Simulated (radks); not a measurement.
Dispersion coefficients C6 (hartree bohr^6) between ground-configuration atoms and ions, from the Casimir-Polder integral (3/pi) of alpha_A(iw) alpha_B(iw). All-electron calculation, scalar-relativistic Kohn-Sham, LDA (Slater exchange, Perdew-Wang correlation), spin-polarised, spherical densities, finite nucleus; open shells are filled with parallel spins first (spin-orbit coupling, left out, can overturn this in heavy ions); Fermi nuclear charge, rms radius of each element as measured or else 0.836 A^(1/3) + 0.57 fm. Program: a radial shooting solver on a logarithmic mesh with Libxc functionals. Response by self-consistent Sternheimer equations with the Hartree and adiabatic LDA kernel, the relativistic mass of each level held fixed and spin-orbit coupling left out. For heavy and open-shell atoms this level of theory can miss by tens of per cent.

C6,Tb2+,Os,Tl+,Tl
Tb2+,48.67,,,
Os,150.2,576.2,,
Tl+,85.18,288.4,155.7,
Tl,166.5,667.8,322.7,797.5

Static polarisabilities (bohr^3): Tb2+ ([Xe] 4f9) 9.809, Os ([Xe] 4f14 5d6 6s2) 51.37, Tl+ ([Hg]) 19.33, Tl ([Hg] 6p1) 78.61. The combination rule 2 Ca Cb / ((alpha_b/alpha_a) Ca + (alpha_a/alpha_b) Cb) gives 153.7 for Tb2+-Os, against 150.2 from the integral.
